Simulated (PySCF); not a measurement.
siletan-1-amine (C3H9NSi), SMILES N[SiH]1CCC1.

Geometry optimised at PBE0-D3(BJ)/def2-SVP. The values are those of a single conformer.

Vertical ionisation energy (IE) and electron affinity (EA) in eV. Rows of orbital energies are one-electron estimates. Where ΔSCF, EOM or ADC give a negative EA the extra electron is unbound and the value depends on the basis.

```
level                                           IE     EA
--------------------------------------------  ----  -----
−ε(HOMO), −ε(LUMO), r2SCAN/def2-TZVP (PySCF)  5.96  -0.61
−ε(HOMO), −ε(LUMO), PBE/def2-TZVP (PySCF)     5.68   0.00
```
